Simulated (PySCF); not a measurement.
PBE on Li (lithium, neutral), [He] 3d1, 2D determinant (an excited configuration). Calculation: PySCF 2.14, in dyall-acv3z; the non-relativistic Hamiltonian (point nucleus).

```
cycle= 1 E= -7.29335385333721  delta_E= -0.00143  |g|= 0.00873  |ddm|= 0.0725
cycle= 2 E= -7.2933670058974  delta_E= -1.32e-05  |g|= 0.00207  |ddm|= 0.0107
cycle= 3 E= -7.29336779924876  delta_E= -7.93e-07  |g|= 4.18e-05  |ddm|= 0.00189
cycle= 4 E= -7.29336780608858  delta_E= -6.84e-09  |g|= 4.98e-06  |ddm|= 0.000858
cycle= 5 E= -7.29336780619573  delta_E= -1.07e-10  |g|= 2.17e-08  |ddm|= 0.000122
converged SCF energy = -7.29336780619573  <S^2> = 0.75000011  2S+1 = 2.0000001
```

Highest occupied orbital energy: 0.476 eV; ⟨L²⟩ = 6.00; populations by l: s 2.00, p 0.00, d 1.00.

Q: Can this result be used?

A: Not for this state. The run converged. The outer electron is Rydberg-like, and this basis confines it to a smaller radius and binds it less than a complete one would. At PBE the highest occupied level has a positive energy, so only the finite basis holds that electron; for this excited configuration the basis is too tight for the outer shell.
